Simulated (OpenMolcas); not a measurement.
# SiHCl3 (trichlorosilane): a line through the functionals

SiHCl3 has 5 atoms, charge 0, and is taken as a singlet. SMILES: `Cl[SiH](Cl)Cl`. The shape is that of a PBE0-D4/def2-TZVP optimisation.

The dipole moment y, in D, basis def2-SVPD; a is the functional's share of exact exchange. Programs: OpenMolcas 26.06.

| functional | program | a | y (D) |
| --- | --- | --- | --- |
| PBE | OpenMolcas | 0 | 0.81 |
| TPSS | OpenMolcas | 0 | 0.84 |
| B3LYP | OpenMolcas | 0.2 | 0.87 |
| PBE0 | OpenMolcas | 0.25 | ? |
| BHLYP | OpenMolcas | 0.5 | 0.94 |

Question: Fit y = c + s·a to the known rows and predict PBE0.

Answer: 
1. Means of the 4 rows: a = 0.1750, y = 0.865.
2. Σ(Δa)² = 0.1675, Σ(Δa·Δy) = 0.0385, so the slope is 0.0385/0.1675 = 0.22985.
3. Intercept: 0.865 − (0.22985) × 0.1750 = 0.825. The largest residual of the fit is 0.015.
4. PBE0: 0.825 + (0.22985) × 0.25 = 0.88 D.

The run gave 0.88 D, so the prediction is off by 0.00 D: they agree to the digits shown. More exact exchange makes the molecule more polar here. The measured value is 0.86 D (NIST CCCBDB); in this basis the line meets it at a = 0.15.
